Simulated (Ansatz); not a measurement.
Reaction (formal exchange of groups at a C–F bond): `N=C=C(F)[SeH]` + SiH₄ → `N=C=C([SiH3])[SeH]` + H–F

Computed with Ansatz on PBE0-D4/def2-TZVP structures; ΔE is electronic, products minus reactants. CCSD(T)/CBS is the MP2 limit (def2-TZVPP, def2-QZVPP) plus CCSD(T) − MP2 in def2-TZVPP, frozen cores. This one scheme is used for every species. Functionals use def2-TZVPP. For Se outer-core shells are correlated without core-valence functions, which leaves a few kJ/mol of doubt a bond. Scalar relativity is left out up to krypton. Each species was taken in one conformer, which may not be the lowest.

| level | ΔE (kcal/mol) |
| --- | --- |
| PBE | -28.7 |
| r2SCAN | -31.3 |
| HF/def2-TZVPP | -32.3 |
| SCS-MP2/def2-TZVPP | -36.4 |
| CCSD(T)/def2-TZVPP | -34.7 |
| SCS-MP2/def2-QZVPP | -37.4 |
| HF/CBS(def2) | -32.4 |
| CCSD/CBS(def2) | -36.0 |

**Question.** What does CCSD(T)/CBS give? (Estimate.)

**Answer.** Computed: -36.3 kcal/mol. The listed levels differ from it by 7.6, 5.0, 4.0, -0.1, 1.6, -1.1, 3.9, 0.3 kcal/mol.

Largest T1 diagnostic among the species: 0.013.

The D4 term adds −2.7 kcal/mol with B3LYP and −1.5 kcal/mol with PBE0; it sums over pairs of atoms, weighted by their polarisabilities, and B3LYP, whose exchange is more repulsive, gets the larger term. From PBE to PBE0 (25 % exact exchange), in def2-TZVPP and without D4, ΔE moves by −3.0 kcal/mol. In def2-TZVPP, CCSD(T) changes the Hartree–Fock value by −2.4 kcal/mol (the triples alone add −0.3 kcal/mol) and MP2 by −7.4 kcal/mol.

B3LYP here is the variant with VWN-RPA as its local correlation; programs differ in this.
